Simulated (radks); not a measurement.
Task: These are the eigenvalues of the occupied orbitals of an atom or ion with whole-number occupations (eV). Calculated with a radial shooting solver on a logarithmic mesh with Libxc functionals: non-relativistic Kohn-Sham, PBEsol, spin-polarised, spherical densities, point nucleus.

1s up: -901.4317
1s down: -897.7479
2s up: -95.8480
2s down: -87.3574
2p up: -73.6439
3d up: -11.6601

Which element is it, and in what charge state? The configuration may be excited. Open shells, if any, are filled with parallel spins first.

Result: Z = 10, neon, charge +2: Ne2+ in [He] 2s2 2p3 3d1. The list shows which subshells hold electrons but not how many an open one holds; the 1s level, -33.127 hartree, gives Z - s = 8.1 by -(Z - s)^2/2, which with screening narrows Z to a few neighbours, and the depths of the outer levels then fix element, charge and occupations together.
